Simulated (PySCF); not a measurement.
A side-by-side comparison of computed properties.

First species: H9NSSi3.
Bonds: Si1–N2, N2–Si3, Si3–S4, S4–Si5. Hydrogens: H6, H7, H8 on Si1; H9 on N2; H10, H11 on Si3; H12, H13, H14 on Si5.

Second species: C5H9ClO2S.
Z-matrix (Å and degrees, GFN2-xTB geometry), rows numbered from 1:
```
C 
C   1  1.5297
C   2  1.4973  1  110.69
Cl  3  1.7186  2  114.80  1   -70.23
C   3  1.3236  2  125.66  1   107.86
S   5  1.7956  3  123.39  2  -179.46
C   6  1.8155  5  104.00  3    71.42
O   6  1.4355  5  106.67  3  -174.50
O   6  1.4352  5  109.91  3   -45.66
H   1  1.0870  2  110.39  3   -61.10
H   1  1.0865  2  109.98  3   179.06
H   1  1.0864  2  110.24  3    59.08
H   2  1.0902  1  110.03  3   120.55
H   2  1.0912  1  109.12  3  -120.13
H   5  1.0745  3  122.97  2     2.41
H   7  1.0819  6  107.36  5    58.81
H   7  1.0816  6  109.19  5   -62.44
H   7  1.0828  6  107.26  5   177.62
```

Levels: PBE0/pcSseg-1 for dipole moment, HOMO energy, LUMO energy and HOMO–LUMO gap; GFN2-xTB for rotational constant A and rotational constant C. Geometries: GFN2-xTB. Each species is one conformer at its optimised geometry, gas phase, non-relativistic unless stated; the electronic structure was computed with PySCF and density fitting.

The conformers computed, where there is a choice (atom-mapped SMILES and torsion angles):
- `[SiH3:1][NH:2][SiH2:3][S:4][SiH3:5]`: Si1–N2–Si3–S4 175°, N2–Si3–S4–Si5 179°
- `[CH3:1][CH2:2]/[C:3]([Cl:4])=[CH:5]/[S:6]([CH3:7])(=[O:8])=[O:9]`: C1–C2–C3–Cl4 -70°, C3–C5–S6–C7 71°

| property | column X | column Y |
| --- | --- | --- |
| dipole moment | 0.73 D | 5.59 D |
| HOMO energy | -7.33 eV | -8.17 eV |
| LUMO energy | -0.27 eV | -1.29 eV |
| HOMO–LUMO gap | 7.06 eV | 6.88 eV |
| rotational constant A | 8.298 GHz | 2.153 GHz |
| rotational constant C | 0.629 GHz | 0.676 GHz |

Which column belongs to which species?

Column X is the first species and column Y the second. The first has 14 atoms and 74 electrons, the second 18 and 88.

How does each property change from the first species to the second?

dipole moment +4.86 D; HOMO energy -0.84 eV; LUMO energy -1.02 eV; HOMO–LUMO gap -0.18 eV; rotational constant A -6.145 GHz; rotational constant C +0.047 GHz.

On the first: In atomic units the dipole is 0.29 e·bohr (1 au = 2.5417 D).

On the second: In atomic units the dipole is 2.20 e·bohr (1 au = 2.5417 D). A dipole of 5.59 D is allowed in C1, and pure rotational transitions are dipole-allowed.
